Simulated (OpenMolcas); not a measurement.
F3+: effect of the active space

| Quantity | Value |
| --- | --- |
| Program | OpenMolcas 26.06 |
| Method | XMS-CASPT2 or its RAS form, IPEA 0.25 Eh, imaginary shift 0.1 Eh |
| Basis | ANO-RCC-VTZP |
| Scalar Hamiltonian | DKH2, point nucleus |
| Spin-orbit coupling | state interaction with AMFI integrals over the reference wave functions, term energies averaged over their components |

A. 2 electrons in 3 orbitals (2p); 2S+1 = 3 even, 3 roots; 2S+1 = 1 even, 6 roots; closed shells correlated: 1s 2s; CASPT2 step about 0.5 core-seconds
B. 4 electrons in 4 orbitals (2s 2p); 2S+1 = 3 even, 3 roots; 2S+1 = 1 even, 6 roots; 2S+1 = 5 odd, 1 root; 2S+1 = 3 odd, 9 roots; 2S+1 = 1 odd, 8 roots; closed shells correlated: 1s; CASPT2 step of the order of 1.8 core-seconds
C. 4 electrons in 8 orbitals (2s 2p 3s 3p); 2S+1 = 3 even, 3 roots; 2S+1 = 1 even, 6 roots; 2S+1 = 5 odd, 1 root; 2S+1 = 3 odd, 9 roots; 2S+1 = 1 odd, 8 roots; closed shells correlated: 1s; CASPT2 step of the order of 5 core-seconds
D. 4 electrons in 9 orbitals (RAS2 2s 2p; RAS3 3d, at most 2 electrons); 2S+1 = 3 even, 3 roots; 2S+1 = 1 even, 6 roots; 2S+1 = 5 odd, 1 root; 2S+1 = 3 odd, 9 roots; 2S+1 = 1 odd, 8 roots; closed shells correlated: 1s; CASPT2 step about 9 core-seconds

Energies in cm-1 above 2s2 2p2 3P0, the measured ground level; measured values from Moore, Atomic Energy Levels, vol. I, NSRDS-NBS 35 (1971 reprint of NBS Circular 467, 1949).

```tsv
Level	A	B	C	D	Measured
2s2 2p2 3P0	0.0	0.0	0.0	0.0	0.0
2s2 2p2 3P1	231	223	223	223	225
2s2 2p2 3P2	675	653	650	652	613
2s2 2p2 1D2	25890	25750	25970	25960	25241
2s2 2p2 1S0	59450	54230	54420	55060	53544
```

Deviations, from unrounded energies. A percentage is the sum of absolute deviations over the sum of measured energies, with the sign that they share, or ± where signs differ.

```json
{"Against measurement": "mean absolute deviation (cm-1)", "Levels": "4", "A": "1700", "B": "310", "C": "410", "D": "570"}
{"Against measurement": "fine structure of the ground term (%)", "Levels": "2", "A": "+8.0", "B": "±4.9", "C": "±4.7", "D": "±4.9"}
{"Against measurement": "other terms of the ground configuration (%)", "Levels": "2", "A": "+8.3", "B": "+1.5", "C": "+2.0", "D": "+2.8"}
```

B lies closest to measurement on these levels and A furthest from it. The largest miss of B in the table is 2s2 2p2 1S0, by +690 cm-1. The ranking rests on the paired levels alone, and a cruder setting can come out closer through cancelling errors.

The two smallest mean deviations differ by little beside CASPT2's spread within terms, so their order carries little weight.

Among A to D the level of the table that moves most is 2s2 2p2 1S0, by 5200 cm-1 (lowest in B, highest in A). Moves below CASPT2's spread within the term are not significant.

CASPT2 breaks the degeneracy within a term, and the mean is taken; among the terms shown or strongly mixed into the levels shown the widest spread is 520 cm-1 (2s2 2p2 1D, A). With the s shell closed, the reference lacks s² → p² mixing (holds for A). Active for correlation alone: 3p 3s; no level in the range computed is led by a configuration that fills them, so any true level of that kind is missing (holds for C). Active for correlation alone: 3d; no level in the range computed is led by a configuration that fills it, so any true level of that kind is missing (holds for D). Computed and measured levels are paired by configuration, term and J; levels that our copy of the source lacks, or whose pairing is in doubt (as where it misses far off the trend of its configuration), stay unpaired and out of the deviations. Levels of configurations outside the active space are missing. The table leaves out levels that lie high or whose names do not pair safely across all columns.
